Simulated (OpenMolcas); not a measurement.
## Sn+: thermal populations, the spin-orbit constant, worked from levels

```yaml
Program: OpenMolcas 26.06
Basis: ANO-RCC-VTZP [7s6p4d2f1g]
Scalar_Hamiltonian: DKH2, point nucleus
Active_space: 3 electrons in 8 orbitals (5s 5p 6s 6p)
State_averaging: 2S+1 = 4 odd, 1 root; 2S+1 = 2 odd, 3 roots; 2S+1 = 4 even, 3 roots; 2S+1 = 2 even, 6 roots
Spin-orbit_coupling: RASSI with atomic mean-field integrals over the reference wave functions, term energies averaged over their components
```

Methods: CASSCF; SS-CASPT2, IPEA 0.25 Eh, imaginary shift 0.1 Eh (closed shells correlated: 4d). Measured levels: NIST Handbook of Basic Atomic Spectroscopic Data.

**Thermal populations.** Z = Σ (2J + 1) exp(-E/kT) with k = 0.695035 cm-1/K, over the levels below. No other level of either list lies under 56800 cm-1, which is above 7 kT at each temperature.

```csv
Level,2J + 1,SS-CASPT2,measured
5s2 5p 2P* 1/2,2,0.0,0.0
5s2 5p 2P* 3/2,4,3420,4251
5s 5p2 4P 1/2,2,45730,46464
5s 5p2 4P 3/2,4,47010,48368
5s 5p2 4P 5/2,6,49020,50730
```

```json
{"T (K)": "3000", "Z, SS-CASPT2": "2.776", "Z, measured levels": "2.521", "Ground level (%), SS-CASPT2": "72.1", "Ground level (%), measured levels": "79.3"}
{"T (K)": "5000", "Z, SS-CASPT2": "3.495", "Z, measured levels": "3.177", "Ground level (%), SS-CASPT2": "57.2", "Ground level (%), measured levels": "63.0"}
{"T (K)": "8000", "Z, SS-CASPT2": "4.165", "Z, measured levels": "3.864", "Ground level (%), SS-CASPT2": "48.0", "Ground level (%), measured levels": "51.8"}
```

At 8000 K, kT = 5560 cm-1, and the computed levels give Z = 2.000 + 2.162 + 0.001 + 0.001 + 0.001 = 4.165.

**The spin-orbit constant.** For the Hund term 2P* of p1, E(J) = (A/2) J(J+1) + constant and ζ = 2S·A = A. From J = 1/2 to J = 3/2 the energy changes by 1.5 A.

| Source | E(3/2) - E(1/2) | A | ζ |
| --- | --- | --- | --- |
| CASSCF | 3423.6 | 2282.4 | 2282 |
| SS-CASPT2 | 3423.6 | 2282.4 | 2282 |
| measured | 4251.5 | 2834.3 | 2834 |

All in cm-1. SS-CASPT2 is off by -19.5 % and CASSCF by -19.5 %. Both methods take the spin-orbit matrix elements from the reference wave functions, so the second can move ζ only through the term energies and any multistate remixing.

Term energies are means over components that CASPT2 splits; among the terms shown or strongly mixed into the levels shown the widest spread is 19 cm-1 (5s 5p2 4P, SS-CASPT2). Over all roots computed the reference weight is 0.87 to 0.94 in SS-CASPT2; the roots of lowest weight are the least certain, and an intruder state may touch them. The run also gave levels led by 5s2 6s, which use shells meant for correlation; these and all levels above them are left out. Terms of s pⁿ other than that of highest spin mix with s² pⁿ⁻² d, which this space lacks; all of them can be thousands of cm-1 off, and some have no real level of that name. Some terms miss by over 15 % even with CASPT2, which points to a basis or an active space too small for the shells correlated (holds for SS-CASPT2). Measured partners are found by configuration, term and J. A level has none where our copy of the source lacks it or the pairing is in doubt (some pairs that miss far off the trend of their configuration count as doubtful), and it then counts in no deviation. Levels of configurations outside the active space are missing.

* marks odd parity.
